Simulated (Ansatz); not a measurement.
Cost and result for the atomization energy of C$_{3}$H$_{11}$BS, SMILES `C[B-](C)(C)[SH2+]` (16 atoms, 15 bonds).

Cartesian coordinates in Å:
```
C -1.0374 -0.9816 0.5978
B -0.0638 0.0084 -0.1886
C -0.6536 1.4403 -0.5811
C 0.9592 -0.6542 -1.2213
S 1.4070 0.6493 1.4184
H -1.5940 -0.5082 1.4133
H -1.7902 -1.3427 -0.1154
H -0.5427 -1.8742 0.9949
H 0.0945 2.1451 -0.9574
H -1.2136 1.9317 0.2216
H -1.3688 1.2865 -1.3995
H 1.4661 -1.5478 -0.8418
H 1.7196 0.0344 -1.6029
H 0.3780 -0.9825 -2.0927
H 0.5444 0.9459 2.4048
H 1.6954 -0.5505 1.9500
```

Total charge 0; spin multiplicity 1. All single points use the PBE0-D4/def2-TZVP geometry. It is one conformer, not always the lowest. Program: Ansatz. All runs use 4 threads of an Arm Neoverse V2 on a shared host. Times are those of one run each, without the atoms' runs, and a repeat can differ threefold. Electronic energies, without spin–orbit coupling; frozen cores. CCSD(T)/CBS adds CCSD(T) − MP2 in def2-TZVPP to the MP2 limit, and its time is that of the two runs behind it. T1 = 0.010. B3LYP takes the VWN-RPA correlation (the form of Gaussian; ORCA's B3LYP/G). HSE06 is the plane-wave form, built on full-range PBE exchange.

CCSD(T)/CBS is a level of theory with its own doubt, some kJ/mol a heavy atom from the limit and from the frozen cores, so smaller differences don't rank the functionals.

| level | functions | wall time |
| --- | --- | --- |
| LDA (SPW92)/def2-TZVPP | 320 | 2 s |
| BLYP-D4/def2-TZVPP | 320 | 3.6 s |
| PBE-D4/def2-TZVPP (with forces) | 320 | 4.1 s |
| HSE06-D4/def2-TZVPP | 320 | 5.5 s |
| r2SCAN-D4/def2-TZVPP (with forces) | 320 | 8 s |
| B3LYP-D4/def2-TZVPP (with forces) | 320 | 9 s |
| B2PLYP/def2-TZVPP | 320 | 9.5 s |
| ωB97X-V/def2-TZVPP | 320 | 12 s |
| CCSD(T)/def2-SVP | 129 | 13 s |
| ωB97M-V/def2-TZVPP (with forces) | 320 | 19 s |
| MP2/def2-QZVPP | 628 | 55 s |
| CCSD(T)/def2-TZVPP | 320 | 22 min |
| CCSD(T)/CBS(def2) | – | 23 min |

Task: What atomization energy does each give, and how far from CCSD(T)/CBS? (Estimate.)

Result: Computed: 
```csv
level,atomization (kJ/mol),difference from CCSD(T)/CBS,per bond
LDA (SPW92)/def2-TZVPP,6540.3,744.3,49.6
BLYP-D4/def2-TZVPP,5773.4,-22.6,-1.5
PBE-D4/def2-TZVPP (with forces),5881.1,85.1,5.7
HSE06-D4/def2-TZVPP,5832.0,36.0,2.4
r2SCAN-D4/def2-TZVPP (with forces),5828.5,32.5,2.2
B3LYP-D4/def2-TZVPP (with forces),5815.1,19.1,1.3
B2PLYP/def2-TZVPP,5742.7,-53.3,-3.6
ωB97X-V/def2-TZVPP,5808.9,12.9,0.9
CCSD(T)/def2-SVP,5562.1,-233.9,-15.6
ωB97M-V/def2-TZVPP (with forces),5829.1,33.1,2.2
MP2/def2-QZVPP,5776.9,-19.1,-1.3
CCSD(T)/def2-TZVPP,5679.3,-116.7,-7.8
CCSD(T)/CBS(def2),5796.0,0.0,0.0
```

From PBE to PBE0 (25 % exact exchange), in def2-TZVPP and without D4, the atomization energy moves by −46.8 kJ/mol: exact exchange takes away binding that semilocal exchange gives to molecules. The D4 term adds +54.6 kJ/mol with B3LYP and +29.1 kJ/mol with PBE0; it sums over pairs of atoms, weighted by their polarisabilities, and B3LYP, whose exchange is more repulsive, gets the larger term. In def2-TZVPP, CCSD(T) changes the Hartree–Fock value by +1268.6 kJ/mol (the triples alone add +63.9 kJ/mol) and MP2 by +1298.2 kJ/mol; breaking electron pairs costs correlation energy, which Hartree–Fock lacks.
